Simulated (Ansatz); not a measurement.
Cd2Se3⁻. The state is a doublet with charge -1. Geometry r2SCAN-D4/def2-SVPD, basis def2-TZVPD, Ansatz.

```xyz
5

Cd    0.848   -0.117   -2.143
Cd   -0.602   -1.677    1.863
Se    1.731    0.298    0.536
Se   -0.319    1.464    0.529
Se   -1.658    0.032   -0.784
```

```json
{"run": "A", "HOMO (eV)": "-0.11", "LUMO (eV)": "0.23"}
{"run": "B", "HOMO (eV)": "-1.12", "LUMO (eV)": "0.66"}
{"run": "C", "HOMO (eV)": "-2.59", "LUMO (eV)": "3.31"}
{"run": "D", "HOMO (eV)": "-0.26", "LUMO (eV)": "0.14"}
{"run": "E", "HOMO (eV)": "-0.53", "LUMO (eV)": "0.17"}
```

In the def2 sets Cd takes a core potential; there is no spin–orbit coupling. Another isomer (doublet) lies 1.06 eV lower at PBE0-D4/def2-TZVPD; other spin states weren't run for this one.

HOMO and LUMO are taken over both spins.

The runs used BLYP, HF, PBE, PBE0, r2SCAN. Estimate which is which.

A BLYP (0 % exact exchange); B PBE0 (25 % exact exchange); C HF (100 % exact exchange); D PBE (0 % exact exchange); E r2SCAN (0 % exact exchange). Exact exchange lowers occupied and raises empty levels; among semilocal functionals meta-GGAs tend to open the gap a little, and such runs are hard to tell apart. The gap grows from 0.33 eV (BLYP) to 5.90 eV (HF).
